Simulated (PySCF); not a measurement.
C6H8F2O2.
Atom-mapped SMILES: `[F:1][CH:2]([F:3])[O:4][C@@H:5]1[O:6][C@@H:7]1[CH:8]1[CH2:9][CH2:10]1`

Structure used (GFN2-xTB), in Å, numbered top down from 1:
```xyz
18
C6H8F2O2 angstrom
F      1.1331    0.2298    3.5755
C      1.6277   -0.4096    2.5116
F      2.2054   -1.5435    2.9856
O      0.6006   -0.6985    1.6712
C      0.9997   -1.0412    0.3800
O      1.6472   -0.0648   -0.3547
C      0.3326   -0.3896   -0.7531
C     -0.7449    0.6175   -0.5450
C     -2.1355    0.2812   -1.0008
C     -1.3380    1.3077   -1.7392
H      2.4239    0.2044    2.0523
H      1.4076   -2.0474    0.3015
H      0.2797   -0.9511   -1.6834
H     -0.6326    1.1846    0.3688
H     -2.9601    0.6068   -0.3873
H     -2.2943   -0.6780   -1.4687
H     -0.9521    1.0512   -2.7138
H     -1.6090    2.3467   -1.6387
```

Definitions: NICS(0) = −σiso at the ring centroid; NICS(1) = −σiso and NICS(1)zz = −σzz at ±1 Å along the ring normal z. Level: GIAO PBE0/pcSseg-1 (PySCF, non-relativistic, gas phase) on the GFN2-xTB geometry, one conformer.

Ring bond lengths (Å), with Mayer bond orders in brackets: C5–O6 1.383 (0.99), O6–C7 1.412 (0.87), C7–C5 1.468 (0.99); C8–C9 1.501 (0.93), C9–C10 1.495 (0.97), C10–C8 1.501 (0.95).

What do the NICS probes read (ppm)?

```tsv
ring	type	NICS(0)	NICS(1), two faces	NICS(1)zz, two faces	rms pucker (Å)	centre to ring atoms, mean (Å)
C5–O6–C7	3-membered ring with O; formal bonds all single	-43.6	-6.8 / -5.2	-22.9 / -12.5	0.00	0.82
C8–C9–C10	3-membered carbocycle; formal bonds all single	-44.2	-8.5 / -8.8	-23.5 / -21.5	0.00	0.87
```

What can be read from them?

- C5–O6–C7: mean NICS(1)zz -17.7 ppm, shielded. C5, C7 have four or more neighbours; no verdict on aromaticity is drawn. The two faces differ by 10.4 ppm, so no symmetry operation interchanges them. NICS(0) lies 38 ppm below the mean NICS(1).
- C8–C9–C10: mean NICS(1)zz -22.5 ppm, shielded. C8, C9, C10 have four or more neighbours, so the value isn't read as a sign of a π ring current. NICS(0) lies 36 ppm below the mean NICS(1).

How shielded are the nuclei of the rings and their hydrogens (means over atoms taken as equivalent)?

```csv
atoms,environment,σ isotropic (ppm),"principal values of the symmetric part, first atom (ppm)"
C5,sp3 carbon bearing two oxygens,111.4,"65.1, 103.4, 165.7"
O6,epoxide oxygen,264.9,"101.0, 296.4, 397.2"
C7,sp3 carbon bound to oxygen,124.9,"77.8, 121.1, 175.9"
C8,three-membered-ring carbon,175.9,"145.0, 159.9, 222.8"
C9,three-membered-ring carbon,184.5,"157.1, 180.9, 215.4"
C10,three-membered-ring carbon,181.2,"152.6, 177.2, 213.7"
H12,methine hydrogen,26.98,"20.5, 26.4, 34.0"
H13,methine hydrogen,29.84,"22.7, 29.3, 37.5"
H14,methine hydrogen,30.82,"22.5, 30.6, 39.3"
H15,methylene hydrogen,31.07,"25.5, 26.4, 41.4"
H16,methylene hydrogen,31.51,"26.0, 28.3, 40.3"
H17,methylene hydrogen,31.29,"25.8, 28.0, 40.1"
H18,methylene hydrogen,30.91,"25.1, 26.4, 41.3"
```
